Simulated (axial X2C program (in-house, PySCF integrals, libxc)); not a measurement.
**Working with the constants of RuC⁺**

A bond curve at the BLYP level, with spin–orbit coupling, was computed with an in-house all-electron X2C program for linear molecules (integrals from PySCF) (basis Ru dyall-cv3z [12s12p8d5f3g], C dyall-v3z [7s6p2d1f] (cores contracted in-house)) for the state Ω = 5/2 (⟨Sz⟩ = 0.50, ⟨Lz⟩ = 2.00 at BLYP). Its fit gives Re = 1.6186 Å, ωe = 1092.4 cm⁻¹, ωexe = 4.71 cm⁻¹ and αe = 3.602e-03 cm⁻¹; the masses are 101.9043 and 12.0000 u. Two-component means X2C with spin–orbit coupling and atomic mean-field Coulomb and Gaunt terms.

(1) Find the reduced mass, Be and the force constant.

(2) Where do the fundamental and the first overtone lie?

(3) A Morse curve ties αe to the other constants (Pekeris). How well does that hold?

(4) Estimate the centrifugal constant by the Kratzer relation.

The state is a single determinant with fixed occupations, the lowest that a limited PBE0 search found. Density functionals use the spin component along the axis (collinear). The functionals have no current-density term, which raises determinants with orbital currents, atoms included.

Answers

(1) From the BLYP values: μ = 10.7358 u. Be = 16.8576/(μ Re²) = 0.5994 cm⁻¹. k = 5.8918×10⁻⁷ μ ωe² = 7.55 mdyn/Å.

(2) ν(1←0) = ωe − 2ωexe = 1083.0 cm⁻¹; ν(2←0) = 2ωe − 6ωexe = 2156.5 cm⁻¹.

(3) αe(Morse) = 6Be²/ωe × (√(ωexe/Be) − 1) = 3.558e-03 cm⁻¹; the BLYP curve gives 3.602e-03 cm⁻¹, a ratio of 0.99.

(4) D = 4Be³/ωe² = 7.22e-07 cm⁻¹.
